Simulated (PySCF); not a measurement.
Electron correlation in Ni (nickel, neutral)

[Ar] 3d8 4s2, high-spin 3F determinant. All numbers are calculated (PySCF 2.14, the spin-free X2C one-electron Hamiltonian (Gaussian nucleus), in x2c-TZVPPall with one added diffuse shell each of s, p, d, f type (7s6p5d3f1g, 80 functions)). Frozen: [Ne]; 18 electrons correlated.

MP2 pair energies summed by pair of shells (mhartree):

```tsv
pair	energy	share (%)
3d-3d	-258.86	38.9
3p-3d	-208.18	31.3
3p-3p	-52.93	8.0
3d-4s	-43.56	6.5
3s-3d	-39.98	6.0
3s-3p	-25.70	3.9
4s-4s	-23.10	3.5
3p-4s	-8.82	1.3
3s-3s	-3.85	0.6
3s-4s	-0.74	0.1
```

Total MP2 correlation energy: -665.72 mhartree.

Same-spin part -214.21 and opposite-spin part -451.52 mhartree; SCS-MP2 scales them by 1/3 and 6/5 to -613.22 mhartree.

This basis was not built for core-valence correlation, so the inner-shell part is incomplete.
